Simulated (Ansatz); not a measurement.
Saddle point of CH7GaSe, closed shell (CH₅Ga ([CH3][GaH2]) + H₂Se → GaH₃Se ([GaH2][SeH]) + CH₄; bonds formed: C2–H5; dative contacts that become bonds: Ga1–Se6; bonds broken: Ga1–C2, H5–Se6), PBE0-D4/def2-TZVP structure:

```
10
angstrom
Ga -0.8756 -0.2820 -0.7208
C 0.7767 0.9433 -0.1651
H -0.5763 -0.9547 -2.0943
H -2.1982 0.3227 -0.1625
H 0.5397 -0.4582 0.4869
Se 0.0111 -1.9975 1.0395
H 0.4920 1.6961 -0.9131
H 1.7961 0.6396 -0.4101
H 0.7575 1.4423 0.8050
H -0.7233 -1.3514 2.1343
```

Energies are electronic, without zero-point energy. Barriers and step energies count from the start structure reached by relaxing down the imaginary mode; all methods use the PBE0-D4 structures, on which another method's saddle can fall below an end. Ansatz 0.2.0; basis: def2-TZVPP, with def2-QZVPP for the basis limit; cores frozen in the correlated methods. Filled d shells of the heavier atoms are correlated. The def2 sets are not built for correlating such inner shells, so the correlated values are less sure here. B3LYP uses VWN-RPA correlation. Extrapolation: Hartree–Fock as exp(−7.88 √X), correlation as X^−2.97.

```json
{"method": "SPW92", "barrier (kcal/mol)": "8.82", "step energy (kcal/mol)": "-19.14"}
{"method": "PBE-D4", "barrier (kcal/mol)": "12.95", "step energy (kcal/mol)": "-23.07"}
{"method": "BLYP-D4", "barrier (kcal/mol)": "16.47", "step energy (kcal/mol)": "-24.60"}
{"method": "r2SCAN-D4", "barrier (kcal/mol)": "14.35", "step energy (kcal/mol)": "-23.89"}
{"method": "B97M-V", "barrier (kcal/mol)": "18.60", "step energy (kcal/mol)": "-24.24"}
{"method": "PBE0-D4", "barrier (kcal/mol)": "15.96", "step energy (kcal/mol)": "-23.63"}
{"method": "B3LYP-D4", "barrier (kcal/mol)": "18.68", "step energy (kcal/mol)": "-24.91"}
{"method": "r2SCAN0-D4", "barrier (kcal/mol)": "?", "step energy (kcal/mol)": "-24.35"}
{"method": "BHLYP-D4", "barrier (kcal/mol)": "22.58", "step energy (kcal/mol)": "-25.75"}
{"method": "CAM-B3LYP-D4", "barrier (kcal/mol)": "20.72", "step energy (kcal/mol)": "-24.08"}
{"method": "wB97X-V", "barrier (kcal/mol)": "21.10", "step energy (kcal/mol)": "-23.60"}
{"method": "wB97M-V", "barrier (kcal/mol)": "20.28", "step energy (kcal/mol)": "-23.66"}
{"method": "B2PLYP", "barrier (kcal/mol)": "19.41", "step energy (kcal/mol)": "-25.15"}
{"method": "PBE-QIDH", "barrier (kcal/mol)": "18.21", "step energy (kcal/mol)": "-23.80"}
{"method": "RPA on PBE", "barrier (kcal/mol)": "20.62", "step energy (kcal/mol)": "-22.33"}
{"method": "HF", "barrier (kcal/mol)": "?", "step energy (kcal/mol)": "-30.14"}
{"method": "MP2", "barrier (kcal/mol)": "?", "step energy (kcal/mol)": "-23.33"}
{"method": "CCSD", "barrier (kcal/mol)": "22.63", "step energy (kcal/mol)": "-23.64"}
{"method": "CCSD(T)", "barrier (kcal/mol)": "20.33", "step energy (kcal/mol)": "-23.06"}
```

Task: Fill in the withheld barriers. (To be estimated.)

Result: The calculation gives: MP2 18.22; HF 31.40; r2SCAN0-D4 16.70 kcal/mol. Each is the energy of the saddle less that of the start structure, by the same method.

For comparison, the barrier by CCSD(T) at an estimated basis limit (MP2 extrapolated from triple and quadruple zeta, plus CCSD(T) − MP2 in triple zeta) is 19.01 kcal/mol.

No T1 diagnostic of these runs exceeds 0.012.

Exchanges of this kind with a chalcogen hydride build sulfide and selenide films.

Labels in which every atom is bracketed show which atoms are joined, not bond orders.

For scale, one of the runs: CCSD(T)/def2-TZVPP, 225 basis functions, launched by `ansatz run in.yaml --threads 8 --pin off --events-out ev --progress --plain --max-ram 19148MiB`. Time: 19 s of wall clock on 8 CPU threads of an Intel Xeon 6975P-C; the host was shared. Peak host memory: 4 GiB.
